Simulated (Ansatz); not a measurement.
`C[NH][GaH2]` and `C[NH][ZnH]` differ in one atom or group.

Ansatz, PBE0-D4/def2-TZVP geometries, multiplicity 1. 

Scalar relativity is left out up to krypton.

```json
{"property": "zero-point energy (PBE0-D4/def2-TZVP) / kJ/mol", "`C[NH][GaH2]`": "177.5"}
{"property": "HOMO energy (ωB97M-V/def2-TZVPP) / eV", "`C[NH][GaH2]`": "-9.04"}
{"property": "LUMO energy (ωB97M-V/def2-TZVPP) / eV", "`C[NH][GaH2]`": "0.93"}
{"property": "LUMO energy (B3LYP/def2-TZVPP) / eV", "`C[NH][GaH2]`": "-1.01"}
{"property": "LUMO energy (PBE0/def2-TZVPP) / eV", "`C[NH][GaH2]`": "-0.75"}
{"property": "size of the dipole moment (B3LYP/def2-TZVPP) / D", "`C[NH][GaH2]`": "1.03"}
```

Problem. Give the same properties after the change, and the shifts. (Estimate.)

Solution. Computed: 
```
                                        property  `C[NH][ZnH]`  shift
  zero-point energy (PBE0-D4/def2-TZVP) / kJ/mol         156.1  -21.4
           HOMO energy (ωB97M-V/def2-TZVPP) / eV         -8.37   0.67
           LUMO energy (ωB97M-V/def2-TZVPP) / eV          0.97   0.04
             LUMO energy (B3LYP/def2-TZVPP) / eV         -0.63   0.38
              LUMO energy (PBE0/def2-TZVPP) / eV         -0.34   0.41
size of the dipole moment (B3LYP/def2-TZVPP) / D          0.62  -0.41
```

With PBE0 the HOMO rises by 0.70 eV and the LUMO rises by 0.41 eV, so the gap narrows by about 0.29 eV. PBE moves the HOMO by 0.72 eV and ωB97M-V by 0.67 eV. The zero-point energy changes by -21.4 kJ/mol with -3 modes. Dipoles are sizes alone; their direction can turn.

B3LYP here is the variant with VWN-RPA as its local correlation; programs differ in this.
